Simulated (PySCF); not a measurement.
ClH₆NSi₂, SMILES N[SiH2][SiH2]Cl.

Geometry optimised at B3LYP-D3(BJ)/def2-SVP. The structure was generated by enumeration, and PubChem lists no compound with its InChIKey, so it may never have been made. One conformer was computed; it need not be the lowest.

Method: ωB97X/def2-TZVP run with PySCF.

The total energy comes out as -1097.64773 hartree. The highest occupied level is -9.51 eV and the lowest empty level comes out as 1.32 eV. The orbital gap is 10.83 eV and the dipole moment is 1.55 D. The quadrupole, principal values (traceless, Buckingham form, about the centre of nuclear charge) is -7.72, 1.84, 5.88 D·Å. The mean static polarisability comes out as 73.4 bohr³ (10.87 Å³) and the polarisability, principal values is 63.8, 74.1, 82.2 bohr³.
